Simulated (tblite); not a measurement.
C₅H₈B₂O.
Bonds: B1–O2, O2–B3, B3–C4, C4–C5 (double), C5–C6, C6–C7, C7–C8 (double), B3–C7. Hydrogens: H9, H10 on B1; H11 on C4; H12 on C5; H13, H14 on C6; H15, H16 on C8.

Computed with GFN2-xTB (tblite), gas phase: L-BFGS steps from a force-field or distance-geometry start until the largest atomic force falls under 0.01 eV/Å.

Step 85: E = -580.9440 eV
```
atom  x, y, z in Å  |  force x, y, z in eV/Å
B1      3.0015    0.7990    0.0428    0.030  -0.048  -0.003
O2      1.8221    0.2735    0.1497    0.018   0.018  -0.027
B3      0.6210   -0.2344    0.1477   -0.002   0.008  -0.014
C4      0.1789   -1.7335    0.2295   -0.022   0.010  -0.014
C5     -1.1481   -1.8052    0.0983    0.005   0.012   0.027
C6     -1.8424   -0.4888   -0.0804   -0.015  -0.015  -0.001
C7     -0.7487    0.5519    0.0134    0.011  -0.057   0.018
C8     -0.9698    1.8602    0.0118    0.038  -0.017  -0.004
H9      3.5769    1.1672    1.0083   -0.044  -0.010  -0.006
H10     3.5066    0.8876   -1.0251   -0.034   0.023   0.039
H11     0.7935   -2.6132    0.3527   -0.030   0.018   0.006
H12    -1.7344   -2.7145    0.1086    0.028   0.017  -0.008
H13    -2.3400   -0.4511   -1.0541    0.006   0.010  -0.018
H14    -2.6185   -0.3370    0.6753    0.029  -0.016   0.021
H15    -1.9556    2.2929   -0.0739   -0.015  -0.003   0.009
H16    -0.1506    2.5545    0.1021   -0.003   0.051  -0.024
```

Step 86: E = -580.9446 eV
```
atom  x, y, z in Å  |  force x, y, z in eV/Å
B1      2.9995    0.8014    0.0465    0.015  -0.025  -0.006
O2      1.8226    0.2702    0.1513    0.011   0.011  -0.023
B3      0.6217   -0.2377    0.1461   -0.001  -0.005  -0.004
C4      0.1776   -1.7366    0.2259   -0.012   0.005  -0.003
C5     -1.1499   -1.8060    0.0994    0.009   0.000  -0.017
C6     -1.8425   -0.4887   -0.0776   -0.022  -0.027   0.012
C7     -0.7470    0.5502    0.0130    0.010  -0.049   0.007
C8     -0.9643    1.8590    0.0067    0.039  -0.021  -0.003
H9      3.5714    1.1724    1.0129   -0.038  -0.019  -0.008
H10     3.4998    0.9001   -1.0223   -0.016   0.017   0.036
H11     0.7898   -2.6184    0.3476   -0.026   0.027   0.005
H12    -1.7365   -2.7152    0.1058    0.026   0.024   0.003
H13    -2.3475   -0.4497   -1.0476    0.015   0.010  -0.007
H14    -2.6117   -0.3389    0.6850    0.008   0.002   0.023
H15    -1.9476    2.2962   -0.0805   -0.030  -0.007   0.009
H16    -0.1431    2.5507    0.0946    0.012   0.058  -0.024
```

Step 87: E = -580.9451 eV
```
atom  x, y, z in Å  |  force x, y, z in eV/Å
B1      2.9980    0.8030    0.0502   -0.002  -0.002  -0.008
O2      1.8230    0.2673    0.1529    0.009   0.004  -0.017
B3      0.6224   -0.2409    0.1443    0.003  -0.014   0.001
C4      0.1764   -1.7389    0.2224   -0.002   0.001   0.004
C5     -1.1513   -1.8065    0.1003    0.010  -0.006  -0.046
C6     -1.8428   -0.4888   -0.0750   -0.016  -0.020   0.018
C7     -0.7450    0.5480    0.0118    0.002  -0.019   0.002
C8     -0.9590    1.8575    0.0017    0.022  -0.014   0.000
H9      3.5669    1.1754    1.0177   -0.031  -0.026  -0.010
H10     3.4924    0.9117   -1.0198    0.005   0.012   0.031
H11     0.7865   -2.6223    0.3424   -0.016   0.023   0.005
H12    -1.7377   -2.7156    0.1049    0.016   0.018   0.010
H13    -2.3532   -0.4480   -1.0425    0.018   0.006   0.006
H14    -2.6056   -0.3391    0.6933   -0.010   0.010   0.022
H15    -1.9416    2.2974   -0.0853   -0.021  -0.016   0.008
H16    -0.1370    2.5489    0.0874    0.012   0.045  -0.025
```

Problem. Estimate the geometry and energy of step 88. (The exact step hangs on the optimiser's Hessian estimate; all steps are aligned on step 87, rigid shifts and turns removed.)

Solution. E = -580.9455 eV, largest force 0.053 eV/Å
```
atom  x, y, z in Å  |  force x, y, z in eV/Å
B1      2.9969    0.8039    0.0527   -0.015   0.011  -0.009
O2      1.8235    0.2649    0.1536    0.008  -0.001  -0.010
B3      0.6231   -0.2433    0.1434    0.003  -0.014   0.002
C4      0.1757   -1.7405    0.2202    0.003  -0.001   0.005
C5     -1.1521   -1.8069    0.1004    0.006  -0.006  -0.052
C6     -1.8431   -0.4890   -0.0730   -0.003  -0.004   0.016
C7     -0.7433    0.5461    0.0110   -0.004   0.013   0.003
C8     -0.9551    1.8562   -0.0020    0.002  -0.002   0.003
H9      3.5643    1.1754    1.0213   -0.025  -0.029  -0.011
H10     3.4863    0.9211   -1.0181    0.023   0.009   0.024
H11     0.7841   -2.6245    0.3389   -0.004   0.010   0.007
H12    -1.7379   -2.7158    0.1052    0.004   0.007   0.011
H13    -2.3562   -0.4459   -1.0391    0.016   0.000   0.014
H14    -2.6020   -0.3381    0.6989   -0.016   0.009   0.017
H15    -1.9384    2.2966   -0.0888    0.000  -0.024   0.008
H16    -0.1333    2.5488    0.0821    0.003   0.024  -0.028
```

The energy changes by -0.0003 eV. The first-order estimate −F·Δx gives -0.0005 eV and the mean of the old and new forces, exact on a quadratic surface, -0.0003 eV. The step makes an angle of 78° with the force vector and moves no atom by more than 0.011 Å.

What follows is the cost of the whole relaxation. On an Arm Neoverse V1 with one thread (shared host), this took 0.8 s wall.
